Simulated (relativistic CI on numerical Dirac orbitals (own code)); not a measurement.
What each ingredient does to the levels of Rh⁸⁺

Base calculation: Dirac-Coulomb-Breit CI, separate exchange-only KLI orbitals for each configuration, a model potential for QED, unscaled Slater integrals.

CI space (outside the closed core [Ar] 3d10): 4s²4p⁶4d, 4s²4p⁶4f, 4s²4p⁵4d², 4s²4p⁶5s, 4s²4p⁶5p, 4s4p⁶4d², 4s²4p⁵4d4f, 4s²4p⁶5d, 4s²4p⁶6s, 4s²4p⁶6p, 4s4p⁶4d4f, 4s²4p⁶5f, 4s²4p⁵4d5s, 4s²4p⁶5g, 4p⁶4d³, 4p⁵4d⁴, 4p⁵4d³4f. Double excitations out of closed p, d and f shells are left out; levels of such configurations are missing from the list, as are those of other unlisted configurations, and high levels can miss mixing partners. These lack a partner that the ground configuration has and come out too high: 4s²4p⁵4d5s.

Variants: (1) valence Slater integrals scaled by 0.9; (2) only the first 3 configurations; (3) non-relativistic limit. Shifts of the energy above 4s²4p⁶4d ²D3/2, in cm⁻¹, for the lowest level and the first level of each name with at least 55 % of one term (blank where a level changes its place among those of its configuration and J or its character, or is not in the variant):

| Level | Base | Δ(1) | Δ(2) | Δ(3) |
| --- | --- | --- | --- | --- |
| 4s²4p⁶4d ²D3/2 | 0 | 0 | 0 | 0 |
| 4s²4p⁶4d ²D5/2 | 5293 | +1 | +10 | -5293 |
| 4s²4p⁶5s ²S1/2 | 294416 | -1683 |  | +18945 |
| 4s²4p⁵4d² ⁴D°1/2 | 376704 | +3877 | -7953 | -9960 |
| 4s²4p⁵4d² ⁴D°3/2 | 378379 | +3773 | -7799 | -11635 |
| 4s²4p⁶5p ²P°1/2 | 380984 | -1192 |  | +15541 |
| 4s²4p⁵4d² ⁴D°5/2 | 381250 | +3708 | -7555 | -14506 |
| 4s²4p⁵4d² ⁴D°7/2 | 385932 | +3586 | -7296 | -19189 |
| 4s²4p⁶5p ²P°3/2 | 391006 | -1158 |  | +5518 |
| 4s²4p⁵4d² ⁴G°11/2 | 394647 | +2629 | -5465 | -12057 |
| 4s²4p⁵4d² ⁴G°9/2 | 395319 | +2333 | -5814 | -12729 |
| 4s²4p⁵4d² ⁴P°5/2 | 398525 | +2145 | -7096 | -13409 |
| 4s²4p⁵4d² ⁴P°3/2 | 403587 | +1691 | -7170 | -18471 |
| 4s²4p⁵4d² ⁴P°1/2 | 409342 | +1626 | -7126 | -24226 |
| 4s²4p⁵4d² ²D°5/2 | 411719 | +890 | -7509 |  |
| 4s²4p⁵4d² ⁴F°9/2 | 413986 | +839 | -7288 | -18299 |
| 4s²4p⁵4d² ²H°11/2 | 421043 | -259 | -5642 | -8975 |
| 4s²4p⁵4d² ²P°1/2 | 424388 | -160 | -8284 | -15405 |
| 4s²4p⁵4d² ²H°9/2 | 436694 | -1232 | -6392 | -24626 |
| 4s²4p⁵4d² ²G°9/2 | 453238 | -182 | -6709 | -37050 |
| 4s²4p⁵4d² ²S°1/2 | 469159 | -3184 | -8507 | -24785 |
| 4s²4p⁵4d² ⁴S°3/2 | 469821 | -3216 | -8131 | -25437 |

At this charge configurations can still be misplaced by up to about 7 % of their energy.

Ionisation energy from the two ground configurations alone: base 134.17 eV. The NIST ASD value (theoretical) is 135 eV.

LS names give the leading component of a level, which can be under half, so a name can repeat, a term be missing and a line seem to break the LS rules.
